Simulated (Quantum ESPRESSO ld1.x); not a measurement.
The run below uses ld1.x (Quantum ESPRESSO 7.5).

```
 &input
    atom='Pd',
    iswitch=1,
    rel=2,
    dft='RXC-VWN',
    config='[Kr] 4d5.75 5p0.25',
    rel_dist='energy',
    lsmall=.true.,
    prefix='ld1',
    max_out_wfc=37,
    file_charge='ld1.rho',
 /
```

Command: `OMP_NUM_THREADS=1 ld1.x < ld1.in > ld1.out`

Output (excerpt):

```
     Program LD1 v.7.5 starts

     --------------------------- All-electron run ----------------------------

     dirac relativistic calculation

     atomic number is 46.00
     dft =RXC-VWN   lsd =0 sic =0 latt =0  beta=0.20 tr2=1.0E-14
     Exchange-correlation= RXC-VWN
                           (   3   2   0   0   0   0   0)
     mesh =2055 r(mesh) =  99.81901 a.u. xmin = -8.00 dx = 0.00800
     1 Ry =  13.60569312 eV, c = 137.03599908

     n l j   nl                  e(Ry)          e(Ha)          e(eV)
     Spin orbit split results
     1 0 0.5 1S 1( 2.00)     -1769.8058      -884.9029    -24079.4344
     2 0 0.5 2S 1( 2.00)      -262.5807      -131.2904     -3572.5925
     2 1 0.5 2P 1( 2.00)      -244.2504      -122.1252     -3323.1966
     2 1 1.5 2P 1( 4.00)      -232.6378      -116.3189     -3165.1987
     3 0 0.5 3S 1( 2.00)       -51.0150       -25.5075      -694.0944
     3 1 0.5 3P 1( 2.00)       -43.7279       -21.8639      -594.9481
     3 1 1.5 3P 1( 4.00)       -41.6999       -20.8500      -567.3564
     4 0 0.5 4S 1( 2.00)       -10.6018        -5.3009      -144.2449
     4 1 0.5 4P 1( 2.00)        -8.2914        -4.1457      -112.8103
     4 1 1.5 4P 1( 4.00)        -7.9421        -3.9710      -108.0574
     3 2 1.5 3D 1( 4.00)       -28.6959       -14.3480      -390.4277
     3 2 2.5 3D 1( 6.00)       -28.2893       -14.1447      -384.8957
     4 2 1.5 4D 1( 4.00)        -4.3469        -2.1735       -59.1432
     4 2 2.5 4D 1( 1.75)        -4.3000        -2.1500       -58.5040
     5 1 0.5 5P 1( 0.25)        -2.5514        -1.2757       -34.7137
     5 1 1.5 5P 1( 0.00)        -2.4925        -1.2463       -33.9128
     Averaged results
     1 0     1S 1( 2.00)     -1769.8058      -884.9029    -24079.4344
     2 0     2S 1( 2.00)      -262.5807      -131.2904     -3572.5925
     2 1     2P 1( 6.00)      -236.5087      -118.2543     -3217.8647
     3 0     3S 1( 2.00)       -51.0150       -25.5075      -694.0944
     3 1     3P 1( 6.00)       -42.3759       -21.1880      -576.5536
     4 0     4S 1( 2.00)       -10.6018        -5.3009      -144.2449
     4 1     4P 1( 6.00)        -8.0585        -4.0293      -109.6417
     3 2     3D 1(10.00)       -28.4520       -14.2260      -387.1085
     4 2     4D 1( 5.75)        -4.3188        -2.1594       -58.7597
     5 1     5P 1( 0.25)        -2.5122        -1.2561       -34.1797

     final scf error:  3.9E-15 reached in  26 iterations

     Etot =  -10062.808501 Ry,   -5031.404250 Ha, -136911.484420 eV

     Ekin =   10483.804216 Ry,    5241.902108 Ha,  142639.422929 eV
     Encl =  -24206.020016 Ry,  -12103.010008 Ha, -329339.680067 eV
     Eh   =    3920.896283 Ry,    1960.448141 Ha,   53346.511590 eV
     Exc  =    -261.488984 Ry,    -130.744492 Ha,   -3557.738872 eV

     normalization and overlap integrals

     s(1S/1S) =  1.000000  <r> =   0.0320  <r2> =    0.0014  r(max) =   0.0207
     s(2S/2S) =  1.000000  <r> =   0.1384  <r2> =    0.0226  r(max) =   0.1176
     s(2P/2P) =  1.000000  <r> =   0.1174  <r2> =    0.0169  r(max) =   0.0910
     s(2P/2P) =  1.000000  <r> =   0.1223  <r2> =    0.0182  r(max) =   0.0947
     s(3S/3S) =  1.000000  <r> =   0.3803  <r2> =    0.1656  r(max) =   0.3435
     s(3P/3P) =  1.000000  <r> =   0.3719  <r2> =    0.1610  r(max) =   0.3300
     s(3P/3P) =  1.000000  <r> =   0.3828  <r2> =    0.1703  r(max) =   0.3380
     s(4S/4S) =  1.000000  <r> =   0.9317  <r2> =    0.9820  r(max) =   0.8482
     s(4P/4P) =  1.000000  <r> =   0.9923  <r2> =    1.1236  r(max) =   0.8828
     s(4P/4P) =  1.000000  <r> =   1.0200  <r2> =    1.1866  r(max) =   0.9115
     s(3D/3D) =  1.000000  <r> =   0.3557  <r2> =    0.1511  r(max) =   0.2812
     s(3D/3D) =  1.000000  <r> =   0.3592  <r2> =    0.1540  r(max) =   0.2835
     s(4D/4D) =  1.000000  <r> =   1.2379  <r2> =    1.7911  r(max) =   1.0360
     s(4D/4D) =  1.000000  <r> =   1.2489  <r2> =    1.8227  r(max) =   1.0443
     s(5P/5P) =  1.000000  <r> =   2.4794  <r2> =    6.8798  r(max) =   2.2690
     s(5P/5P) =  1.000000  <r> =   2.5322  <r2> =    7.1736  r(max) =   2.3242

     ------------------------ End of All-electron run ------------------------
```

Run on one thread of a shared host, so times are rough (Intel(R) Xeon(R) Processor @ 2.60GHz): 0.73 s of CPU time, 0.75 s wall, 26 iterations on 2055 mesh points.
